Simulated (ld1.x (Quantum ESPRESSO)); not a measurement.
# tin (Sn), PAW: configuration errors across variants

* Element: Sn
* Generator: ld1.x (Quantum ESPRESSO) 7.5
* Type: PAW
* Functional: LDA (PZ)
* Relativity: fully relativistic
* Frozen core: [Kr]
* Valence charge: 14
* Reference configuration: 4d10 5s2 5p0 (charge +2)
* Partial waves: 5s (bound): rcut 1.55, rcutus 1.95 bohr; 5s channel at 0.2 Ry: rcut 1.55, rcutus 1.95 bohr; 5p (bound, empty): rcut 1.85, rcutus 1.95 bohr; 5p channel at 0.4 Ry: rcut 1.85, rcutus 1.95 bohr; 4d (bound): rcut 1.45, rcutus 1.70 bohr; 4d channel at 0.45 Ry: rcut 1.45, rcutus 1.70 bohr
* Local potential: all-electron potential smoothed inside 1.85 bohr (lloc = -1)
* Core correction: a·sin(br)/r model core inside 1.50 bohr
* Augmentation charge: PSQ, inside the norm-conserving radii

Open shells are filled in proportion to 2j + 1 (rel_dist='average').

All-electron excitation energies from the reference (eV): (1) 4d10 5s2 5p2 -21.395; (2) 4d10 5s2 5p1 -14.283; (3) 4d10 5s1 5p0 31.449; (4) 4d10 5s2 5p2.3 -22.297; (5) 4d10 5s2 5p1.5 -18.672.

7 further variants failed, have other tests or another functional or relativity, and are left out.

Errors AE − PS in meV (a dash: test not solved or not reliable):

| change | (1) | (2) | (3) | (4) | (5) | bound ghosts |
| --- | --- | --- | --- | --- | --- | --- |
| base | +3.5 | +0.8 | -3.0 | +4.4 | +2.1 | not determined |
| local potential all-electron potential smoothed inside 1.45 bohr (lloc = -1) | -12302 | -0.6 | -2.5 | – | – | not determined |
| local potential all-electron potential smoothed inside 1.96 bohr (lloc = -1) | +1.3 | +0.1 | -3.0 | +1.9 | +0.6 | not determined |
| waves 4d (bound): rcut 1.45, rcutus 2.32 bohr; 4d channel at 0.45 Ry: rcut 1.45, rcutus 2.32 bohr | +3.8 | +1.0 | -2.6 | +4.7 | +2.3 | not determined |
| core correction a·sin(br)/r model core, default radius (ld1.x builds one for every PAW set, though the input has nlcc=.false.) | +7.1 | +2.2 | -1.2 | +8.5 | +4.6 | not determined |

(1) Give the same row for: waves 5p (bound): rcut 1.85, rcutus 2.12 bohr; 5p channel at 0.4 Ry: rcut 1.85, rcutus 2.12 bohr.

Answers

(1) -0.1, -0.2, -3.0, +0.1, -0.3; bound ghosts: not determined.
